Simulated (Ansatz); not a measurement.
Ansatz results at the PBE0-D4/def2-TZVP geometry: LUMO energy (PBE0/def2-TZVPP) 0.07 eV; HOMO–LUMO gap (PBE/def2-TZVPP) 5.70 eV; ideal-gas entropy at 298 K and 1 bar (rigid rotor, harmonic PBE0-D4/def2-TZVP) 334 J/(mol·K).

(1) Which molecule gave them?
A. `CCN[SiH3]`
B. `[BH2][GeH]([CH3])[NH2]`
C. `BC[NH][GeH3]`
D. `B[N](C)[GeH3]`

Answers

(1) D. The others give `[BH2][GeH]([CH3])[NH2]`: -2.27, 2.27, 359; `BC[NH][GeH3]`: -0.16, 4.62, 340; `CCN[SiH3]`: 0.52, 5.12, 332.
